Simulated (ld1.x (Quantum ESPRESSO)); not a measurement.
Transferability test, TM potential for dysprosium

ld1.x (Quantum ESPRESSO) 7.5 input, shortened:

```
&input
   title='Dy', zed=66., rel=2, dft='PZ', iswitch=3,
   config='[Xe] 4f10 5d0 6s1 6p0', rel_dist='average'
 /
 &inputp
   pseudotype=2, tm=.true., lloc=2,
   nlcc=.false.
 /
4
6S  1  0   1.00   0.00  2.35  2.35  0.0
6P  2  1   0.00   0.00  4.20  4.20  0.0
4F  4  3  10.00   0.00  1.20  1.20  0.0
5D  3  2   0.00   0.00  2.60  2.60  0.0
 &test
   configts(1)='4f10 5d0 6s1 6p0'
 /
```

Open shells are filled in proportion to 2j + 1 (rel_dist='average').

Energies are relative to the spin-unpolarised reference configuration 4f10 5d0 6s1 6p0; without spin polarisation the order of configurations can differ from experiment. Not all tests gave a result: 2 of 7 tests not solved or not reliable. Left out of the table: 4f10 5d0 6s0 6p2 (solver errors, printed error -1471 eV); 4f8 5d0 6s0 6p0 (solver errors, printed error -5.9 eV). The d channel is local and has no spin–orbit splitting in the pseudo-atom.

```json
{"valence configuration": "4f10 5d0 6s2 6p0", "charge": "0", "ΔE all-electron (eV)": "-6.454", "error AE − PS (meV)": "+20"}
{"valence configuration": "4f10 5d0 6s0 6p0", "charge": "+2", "ΔE all-electron (eV)": "11.878", "error AE − PS (meV)": "+121"}
{"valence configuration": "4f9 5d1 6s2 6p0", "charge": "0", "ΔE all-electron (eV)": "-2.114", "error AE − PS (meV)": "-663"}
```

Task: What are ΔE and the potential's error for 4f9 5d0 6s0 6p0?

Result: ΔE = 37.782 eV all-electron; the error (AE − PS) is -1140 meV.

Task: What are ΔE and the potential's error for 4f9 5d1 6s1 6p0?

Result: ΔE = 4.940 eV all-electron; the error (AE − PS) is -772 meV.

These tests converged, but a pseudo level misses the all-electron one widely, so the file describes the atom poorly there or has found another state: 4f10 5d0 6s0 6p0: empty 6p by 2.4 eV (a node warning on the way); 4f9 5d0 6s0 6p0: 4f by 2.8 eV; 4f9 5d1 6s1 6p0: 4f by 2.1 eV; 4f9 5d1 6s2 6p0: 4f by 2.0 eV.

Note: ghost states, extra bound levels that the all-electron valence spectrum of the same l lacks: s at -24.5 eV, p3/2 at -8.3 eV, p1/2 at -4.4 eV. A true bound ghost makes a file unfit for plane-wave use.
